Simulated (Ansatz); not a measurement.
Start from `CO[Si](N)(O)O` and change one atom or group to get `N[Si](O)(O)[TeH]`.

Ansatz, PBE0-D4/def2-TZVP geometries, multiplicity 1. Each molecule was computed in one conformer, which needn't be the lowest.

Elements past krypton have def2 core potentials.

```
                                        property  `CO[Si](N)(O)O`
size of the dipole moment (B3LYP/def2-TZVPP) / D             1.43
             HOMO–LUMO gap (PBE/def2-TZVPP) / eV             5.79
         HOMO–LUMO gap (ωB97M-V/def2-TZVPP) / eV            12.01
           LUMO energy (ωB97M-V/def2-TZVPP) / eV             2.08
            HOMO–LUMO gap (PBE0/def2-TZVPP) / eV             8.18
               HOMO energy (PBE/def2-TZVPP) / eV            -5.99
```

Task: What does the change do to each property? (Estimate.)

Result: Computed: 
```csv
property,`N[Si](O)(O)[TeH]`,shift
size of the dipole moment (B3LYP/def2-TZVPP) / D,1.57,0.14
HOMO–LUMO gap (PBE/def2-TZVPP) / eV,4.26,-1.53
HOMO–LUMO gap (ωB97M-V/def2-TZVPP) / eV,10.08,-1.93
LUMO energy (ωB97M-V/def2-TZVPP) / eV,1.67,-0.41
HOMO–LUMO gap (PBE0/def2-TZVPP) / eV,6.14,-2.04
HOMO energy (PBE/def2-TZVPP) / eV,-5.26,0.73
```

With PBE0 the HOMO rises by 1.19 eV and the LUMO falls by 0.85 eV, so the gap narrows by about 2.04 eV. PBE moves the HOMO by 0.73 eV and ωB97M-V by 1.52 eV. Dipoles are sizes alone; their direction can turn.

B3LYP here is the variant with VWN-RPA as its local correlation; programs differ in this.

Spin–orbit coupling is left out; it splits and shifts lone-pair levels of the heavy atoms by tenths of an eV.
